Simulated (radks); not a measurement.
Problem. The mean radii <r> (bohr) of the occupied orbitals of an atom or ion are listed with their occupations. All-electron calculation, scalar-relativistic Kohn-Sham, LDA (Slater exchange, Perdew-Wang correlation), spin-unpolarised, spherical densities, finite nucleus; Fermi nuclear charge, rms radius of each element as measured or else 0.836 A^(1/3) + 0.57 fm. Program: a radial shooting solver on a logarithmic mesh with Libxc functionals.

orbital  occ.      <r>
1s          2  0.02908
2s          2   0.1256
2p          6   0.1096
3s          2   0.3399
3p          6   0.3381
3d         10   0.3148
4s          2   0.8182
4p          6   0.8854
4d         10    1.093
5s          2    2.204

Name the element and its charge.

Solution. Z = 50, tin, charge +2: Sn2+ in [Kr] 4d10 5s2. The 1s radius gives Z: for a bare nucleus <r> = (2 gamma + 1)/(2Z) with gamma = sqrt(1 - (Z/c)^2), 0.02862 bohr for Z = 50, and screening makes it slightly larger (0.02908 here). The occupations add up to 48, and the charge is Z minus that.
